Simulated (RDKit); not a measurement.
Input file for RDKit: UFF on H2O2S (a complex), monomers drawn apart or pushed together.

```python
from rdkit import Chem
from rdkit.Chem import AllChem, rdDetermineBonds

blocks = [
'''3

O     1.09761530    0.96675209    0.72807596
S     0.47023651    0.35730536   -0.41449356
O    -0.91787710   -0.00945617   -0.32984835
''',
'''2

H    -0.55204993   -0.82832700    3.81578629
H    -0.35606011   -0.36886532    3.26415902
''',
]
mol = None
for b in blocks:
    f = Chem.MolFromXYZBlock(b)
    rdDetermineBonds.DetermineBonds(f, charge=0)
    mol = f if mol is None else Chem.CombineMols(mol, f)
Chem.SanitizeMol(mol)
print(Chem.MolToSmiles(Chem.RemoveHs(mol)))
ff = AllChem.UFFGetMoleculeForceField(mol, vdwThresh=100.0, ignoreInterfragInteractions=False)
e = ff.CalcEnergy()
print(f'UFF energy {e:.6f} kcal/mol')
```

The log:

```
O=[S+][O-].[H][H]
UFF energy 10.654165 kcal/mol
```

The run finished.

Cost: very roughly 0.04 core-seconds.
